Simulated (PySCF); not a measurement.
1-bromo-1,2,2-trichloroethene (C2BrCl3), SMILES ClC(Br)=C(Cl)Cl.

Coordinates come from a B3LYP-D3(BJ)/def2-SVP optimisation.

All values below come from PBE/def2-TZVP run with PySCF.

Computed frontier levels, gap, dipole moment and polarisability:
```yaml
highest_occupied_level: -6.15 eV
lowest_empty_level: -2.03 eV
orbital_gap: 4.13 eV
dipole_moment: 0.11 D
quadrupole, principal values (traceless, Buckingham form, about the centre of nuclear charge): -2.70, -0.38, 3.08 D·Å
mean_static_polarisability: 83.4 bohr³ (12.36 Å³)
polarisability_principal_values: 48.3, 96.1, 105.8 bohr³
```
